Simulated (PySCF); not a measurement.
PySCF 2.14 output of an unrestricted r2SCAN0 calculation on a single atom or ion in aug-cc-pwCVDZ (6s5p3d, 36 functions), with no relativity, point nucleus:

```
SCF conv_tol = 1e-09
number electrons alpha = 10  beta = 7
    M. Bursch, H. Neugebauer, S. Ehlert, and S. Grimme.,  J. Chem. Phys. 156, 134105 (2022)
cycle= 1 E= -525.709025245874  delta_E= -0.00273  |g|= 0.0156  |ddm|= 0.154
cycle= 2 E= -525.709607139514  delta_E= -0.000582  |g|= 0.00965  |ddm|= 0.106
cycle= 3 E= -525.710255954072  delta_E= -0.000649  |g|= 0.008  |ddm|= 0.0917
cycle= 4 E= -525.709893847728  delta_E= 0.000362  |g|= 0.00702  |ddm|= 0.0492
cycle= 5 E= -525.70868758762  delta_E= 0.00121  |g|= 0.00653  |ddm|= 0.303
cycle= 6 E= -525.708687711239  delta_E= -1.24e-07  |g|= 0.00649  |ddm|= 0.000313
cycle= 7 E= -525.70870740821  delta_E= -1.97e-05  |g|= 0.000361  |ddm|= 0.0346
cycle= 8 E= -525.708707126194  delta_E= 2.82e-07  |g|= 0.000237  |ddm|= 0.00505
cycle= 9 E= -525.708707153975  delta_E= -2.78e-08  |g|= 4.64e-05  |ddm|= 0.00122
cycle= 10 E= -525.708707155194  delta_E= -1.22e-09  |g|= 4.85e-07  |ddm|= 0.00018
cycle= 11 E= -525.708707155194  delta_E= -1.14e-13  |g|= 3.78e-08  |ddm|= 2.34e-06
converged SCF energy = -525.708707155194  <S^2> = 3.7528056  2S+1 = 4.0014026
```

The run itself started from symmetry-adapted Hartree-Fock orbitals and held the occupation by maximum overlap, on a logarithmic radial grid, so the iterations belong to that start.

Question: Which element, charge and spin multiplicity is this?

Answer: Ar⁺ (argon, charge +1), multiplicity 4; the state was [Ne] 3s1 3p5 3d1, one real determinant (an excited configuration).

⟨L²⟩ = 7.98 against 12 for a pure F term, so this real determinant mixes terms. The outer electron is Rydberg-like, and this basis confines it to a smaller radius and binds it less than a complete one would.
